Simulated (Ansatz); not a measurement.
Relaxation of ClH$_{5}$OSiZn (9 atoms, charge 0, multiplicity 1), to a largest force component of 0.03 eV/Å in at most 50 steps.

The calculation used RKS B3LYP-D4/def2-SVP in Ansatz.

```xyz
9
Properties=species:S:1:pos:R:3
Zn -0.777 -0.328 -0.583
Cl 0.194 0.375 2.639
O 0.702 -0.110 -1.560
H 0.773 -0.674 -2.341
Si -2.731 -0.512 0.682
H -3.804 -1.346 0.058
H -2.444 -1.135 2.022
H -3.331 0.824 0.984
H -0.957 -0.303 2.658
```

Task: Where does it end, and by what steps?

Result: The forces met the threshold. The force dipped under the threshold on the way, but the program's further checks kept it going. After 17 steps the energy has fallen by 0.097 eV; Cl2 moved furthest, 0.61 Å.

| step | energy less start (eV) | largest force component (eV/Å) | accepted |
| --- | --- | --- | --- |
| 0 | 0.0000 | 0.931 | yes |
| 1 | 0.0072 | 1.348 | no |
| 2 | -0.0205 | 0.786 | yes |
| 3 | -0.0373 | 0.795 | yes |
| 4 | -0.0697 | 0.203 | yes |
| 5 | -0.0789 | 0.118 | yes |
| 6 | -0.0804 | 0.537 | yes |
| 7 | -0.0848 | 0.460 | yes |
| 8 | -0.0892 | 0.099 | yes |
| 9 | -0.0899 | 0.101 | yes |
| 10 | -0.0752 | 0.678 | no |
| 11 | -0.0932 | 0.037 | yes |
| 12 | -0.0931 | 0.267 | no |
| 13 | -0.0949 | 0.027 | yes |
| 14 | -0.0958 | 0.072 | yes |
| 15 | -0.0953 | 0.211 | no |
| 16 | -0.0966 | 0.024 | yes |
| 17 | -0.0968 | 0.028 | yes |

```xyz
9
Properties=species:S:1:pos:R:3
Zn -0.802 -0.394 -0.397
Cl 0.512 0.290 2.122
O 0.772 -0.251 -1.242
H 0.741 -0.409 -2.194
Si -2.909 -0.579 0.635
H -3.918 -1.390 -0.116
H -2.765 -1.216 1.987
H -3.522 0.766 0.881
H -0.485 -0.026 2.882
```

Whether the end is a true minimum wasn't checked by a vibrational analysis.

The run took 25 s on 2 threads of AMD EPYC 9R45 96-Core Processor (Zen 5) (shared host), peak memory 0.26 GiB.
